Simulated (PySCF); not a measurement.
Vertical excitations of a molecule C3H8OSi from TDDFT-LC-ωPBE/def2-SVPD (PySCF), as energy in eV (oscillator strength): 4.32 (0.000), 7.58 (0.001), 7.83 (0.020), 8.70 (0.045), 8.97 (0.051), 9.06 (0.019), 9.15 (0.062), 9.17 (0.011), 9.25 (0.066), 9.26 (0.125). Lowest triplet (TDA): 3.67 eV. Coordinates come from a B3LYP-D3(BJ)/def2-SVP optimisation. The values are those of a single conformer.

Problem. Pick the molecule that these values belong to.
(A) C[SiH]1COC1
(B) C=CC[SiH2]O
(C) C=C([SiH3])OC
(D) C[SiH2]CC=O

Solution. D, C[SiH2]CC=O
